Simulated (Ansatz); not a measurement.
# Strength of the S–In bond: InH2(SH) → InH2 + HS

Species: InH2(SH), singlet; InH2 `[InH2]`, doublet; HS, doublet. 

Shapes, held fixed at every level: PBE0-D4/def2-TZVP. Programs: Ansatz 0.2.0. The zero-point and thermal change to 298 K, harmonic and unscaled (PBE0-D4/def2-TZVP), is -10.7 kJ/mol.

Estimate ΔH(298 K) of this reaction.

The highest level, CCSD(T)/def2-TZVPP, gives ΔH(298 K) = +325.8 kJ/mol; the levels span +220.9 to +344.5. The column of differences is taken from that level and isn't an error. Hartree–Fock misses the correlation of the pair that is broken and comes out low. No measured value is set beside it here. Open shells run unrestricted unless RO is named. For atoms past krypton def2 sets carry core potentials with scalar relativity. Correlated rows may include outer-core shells of In, which these sets cover unevenly.

```
               level                    kind  ΔH(298 K) (kJ/mol)  less CCSD(T)/def2-TZVPP
         HF/def2-SVP            Hartree–Fock              +220.9                   -104.9
r2SCAN-D4/def2-TZVPP                meta-GGA              +324.5                     -1.3
 B3LYP-D4/def2-TZVPP           global hybrid              +314.0                    -11.8
  wB97X-V/def2-TZVPP  range-separated hybrid              +338.0                    +12.2
        MP2/def2-SVP     perturbation theory              +315.1                    -10.7
      MP2/def2-TZVPP     perturbation theory              +344.5                    +18.7
  CCSD(T)/def2-TZVPP   coupled cluster or CI              +325.8                      0.0
```
